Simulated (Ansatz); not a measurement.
Geometry optimisation, UKS PBE/def2-SVP in Ansatz 0.2.0.

Input:

```yaml
crystal:
  periodic: [false, false, false]
  atoms:
    - { symbol: W, position_ang: [-0.030321, 0.030165, -0.246225] }
    - { symbol: Cl, position_ang: [0.549439, -0.543094, 3.245165] }
    - { symbol: F, position_ang: [1.839781, 0.179473, -0.151919] }
    - { symbol: F, position_ang: [-0.001458, 1.755436, 0.489233] }
    - { symbol: F, position_ang: [-1.754823, 0.002659, 0.490917] }
    - { symbol: F, position_ang: [-0.181147, -1.83987, -0.152177] }
    - { symbol: F, position_ang: [0.121273, -0.121846, -2.091754] }
    - { symbol: F, position_ang: [-0.542743, 0.537079, 3.646761] }
magnetization:
  spin_polarized: true
  initial_magnetization: 1
basis:
  gaussian: { orbitals: def2-SVP }
hamiltonian:
  xc: pbe
relax:
  f_tol: 0.03
  max_steps: 50
```

Run as:

```bash
$ ansatz run input.yaml --threads 4 --pin off --max-ram 5120MiB --backend cpu --events-out ev --progress --plain --runs-dir out
```

Task: Where does it end, and by what steps?

Result: The run converged. After 27 steps the energy has fallen by 2.917 eV; F8 moved furthest, 1.62 Å. Parted: Cl2–F8 (1.59 → 2.81 Å). Joined: W1–F8 (3.96 → 1.87 Å).

| step | energy less start (eV) | largest force component (eV/Å) | accepted |
| --- | --- | --- | --- |
| 0 | 0.0000 | 1.798 | yes |
| 1 | -0.1026 | 0.740 | yes |
| 2 | -0.1815 | 0.555 | yes |
| 3 | -0.3653 | 1.228 | yes |
| 4 | -0.7100 | 1.718 | yes |
| 5 | -0.9713 | 1.301 | yes |
| 6 | -0.8287 | 4.001 | no |
| 7 | -1.2096 | 0.608 | yes |
| 8 | -1.3134 | 0.869 | yes |
| 9 | -1.3753 | 0.895 | yes |
| 10 | -1.4299 | 0.265 | yes |
| 11 | -1.4478 | 0.172 | yes |
| 12 | -1.4559 | 0.095 | yes |
| 13 | -1.4632 | 0.089 | yes |
| 14 | -1.4814 | 0.179 | yes |
| 15 | -1.6053 | 0.475 | yes |
| 16 | -1.9372 | 0.772 | yes |
| 17 | -2.1885 | 1.568 | yes |
| 18 | -2.2699 | 0.560 | yes |
| 19 | -2.3922 | 0.310 | yes |
| 20 | -2.4858 | 0.607 | yes |
| 21 | -2.6440 | 0.637 | yes |
| 22 | -2.8057 | 0.644 | yes |
| 23 | -2.8915 | 0.398 | yes |
| 24 | -2.9121 | 0.057 | yes |
| 25 | -2.9163 | 0.105 | yes |
| 26 | -2.9169 | 0.097 | yes |
| 27 | -2.9173 | 0.004 | yes |

```xyz
8
Properties=species:S:1:pos:R:3
W -0.208 0.209 0.228
Cl 1.479 -1.483 3.609
F 1.651 0.215 0.208
F -0.213 2.070 0.253
F -2.069 0.211 0.255
F -0.212 -1.651 0.210
F -0.235 0.233 -1.632
F -0.193 0.196 2.098
```

Whether the end is a true minimum wasn't checked by a vibrational analysis.

Run time: 2.3 min on 4 threads of Arm Neoverse V2, on a shared host, peak memory 0.38 GiB.
